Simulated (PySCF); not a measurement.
Compound: H₈OSi₃Te.
Cartesian coordinates in Å at the PBE0-D3(BJ)/def2-SVP level; atoms count from 1:
```
atom  x, y, z in Å
Si1   -1.8785    0.5868    0.6709
O2    -1.1927    0.4667   -0.8403
Si3   -0.4107   -0.5138   -1.9169
Te4    1.1239   -2.0933   -0.7299
Si5    2.2322   -0.1289    0.3642
H6    -3.3584    0.4359    0.5557
H7    -1.5541    1.9323    1.2229
H8    -1.3392   -0.4758    1.5700
H9     0.3727    0.3648   -2.8269
H10   -1.3725   -1.3585   -2.6831
H11    2.4635    0.9442   -0.6491
H12    1.3880    0.4233    1.4665
H13    3.5318   -0.6012    0.9242
```

Method used: PySCF, PBE0-D3(BJ)/def2-SVP geometry optimisation, gas phase, def2 core potentials past Kr.

(1) Which atoms are bound to Te4, and at what distances?

(2) What is the shape at Te4?

(3) What are the other bond lengths?

(4) Give some angles away from the centre.

(5) What are the rotational constants (commonest isotopes, rigid rotor)?

Results:

(1) 2 atoms: Si3 2.502 Å, Si5 2.507 Å. The nearest atom not counted as bound is H10, at 3.25 Å.

(2) Bent: angle 89.1°.

(3) Si1–O2 1.664 Å; O2–Si3 1.653 Å; Si1–H6, Si1–H7, Si1–H8 1.492 Å; Si3–H9, Si3–H10 1.490 Å; Si5–H11, Si5–H12, Si5–H13 1.493 Å.

(4) Si1–O2–Si3 146.0°, O2–Si3–Te4 110.8°.

(5) A = 1823, B = 771.1, C = 652.1 MHz: an asymmetric top.

Point group: C1 (no symmetry element, even within 0.4 Å). Charge 0, singlet. Whether it is a minimum is left open (no frequencies).

One conformer stands for the species.
